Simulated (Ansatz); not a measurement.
Consider the ligand exchange at the Al–C bond: `[OH][AlH][CH2]O[SiH2]F` + H₂S → `[OH][AlH][SH]` + `CO[SiH2]F`.

Calculated with Ansatz (gas phase, PBE0-D4/def2-TZVP geometries, no zero-point term in ΔE). CCSD(T)/CBS adds triple-zeta CCSD(T) − MP2 to the extrapolated MP2 energy (def2 sets, frozen cores). This one scheme is used for every species. Functionals use def2-TZVPP. Each species was taken in one conformer, which may not be the lowest.

| species | B2PLYP energy (Eh) |
| --- | --- |
| `[OH][AlH][CH2]O[SiH2]F` | -823.80205 |
| H₂S | -399.27468 |
| `[OH][AlH][SH]` | -717.51280 |
| `CO[SiH2]F` | -505.61761 |

Q: Work out ΔE.

A: ΔE = (-717.51280) + (-505.61761) − (-823.80205) − (-399.27468) = -0.05368 Eh = -33.7 kcal/mol. CCSD(T)/CBS gives -33.2 kcal/mol.

Largest T1 diagnostic among the species: 0.013.

From PBE to PBE0 (25 % exact exchange), in def2-TZVPP and without D4, ΔE moves by −1.3 kcal/mol. In def2-TZVPP, CCSD(T) changes the Hartree–Fock value by +3.8 kcal/mol (the triples alone add +0.3 kcal/mol) and MP2 by +2.6 kcal/mol.
